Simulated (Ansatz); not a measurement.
Clusters of 3 atoms, binary: gap (eV) at several levels, gas phase, relaxed structures; Ansatz. Clusters are the lowest isomers that short searches found in that spin, judged at the geometry's level. Core potentials for Bi, Sb, Sn, Te in the def2 sets, no spin–orbit coupling. HOMO and LUMO are taken over both spins. Singlets are spin-restricted. A dash marks a value that wasn't run or was left out as unsound. The structures are stationary points that may keep the symmetry of their start. Remarks come from the PBE and PBE0 runs and from stability tests at other levels; not every state was tested.

| species | state | geometry | PBE-D4/def2-TZVP | PBE-D4/def2-TZVPD | r2SCAN-D4/def2-TZVP | PBE0-D4/def2-SVP | PBE0-D4/def2-TZVP | remarks |
| --- | --- | --- | --- | --- | --- | --- | --- | --- |
| MgSi2 | singlet | r2SCAN-D4/def2-TZVP | 0.80 | 0.80 | 0.99 | 2.18 | 2.21 | – |
| AsS2⁺ | singlet | PBE0-D4/def2-TZVP | 0.97 | – | 1.15 | 2.76 | 2.77 | – |
| AsP2 | doublet | PBE-D4/def2-TZVP | 0.64 | 0.64 | 1.02 | 2.46 | 2.44 | – |
| TeSe2 | singlet | B3LYP-D4/def2-TZVP | 1.34 | 1.35 | 1.57 | 3.04 | 3.11 | – |
| AsSe2 | doublet | PBE0-D4/def2-TZVP | 1.08 | 1.06 | 1.69 | 3.08 | 3.08 | – |
| BC2 | doublet | PBE0-D4/def2-TZVP | 1.59 | 1.60 | 2.61 | 4.09 | 4.13 | – |
| SnGe2 | singlet | r2SCAN-D4/def2-TZVP | 1.23 | 1.22 | 1.42 | 2.65 | 2.65 | spin states tie at PBE0 |
| Sb2As⁺ | singlet | PBE-D4/def2-TZVP | 1.86 | – | 2.10 | 3.44 | 3.44 | – |
| BiTe2 | doublet | B3LYP-D4/def2-SVP | 0.87 | 0.87 | 1.39 | 2.47 | 2.51 | – |

(1) Estimate the column for PBE-D4/def2-SVP.

(1) MgSi2 0.79; AsS2⁺ 0.97; AsP2 0.64; TeSe2 1.26; AsSe2 1.07; BC2 1.53; SnGe2 1.23; Sb2As⁺ 1.86; BiTe2 0.86.

Over the 7 species that have every level, the mean is 1.05 at PBE-D4/def2-SVP, 1.08 at PBE-D4/def2-TZVP, 1.08 at PBE-D4/def2-TZVPD, 1.53 at r2SCAN-D4/def2-TZVP, 2.85 at PBE0-D4/def2-SVP, 2.87 at PBE0-D4/def2-TZVP. Orbital gaps grow with the share of exact exchange and aren't one observable across functionals.
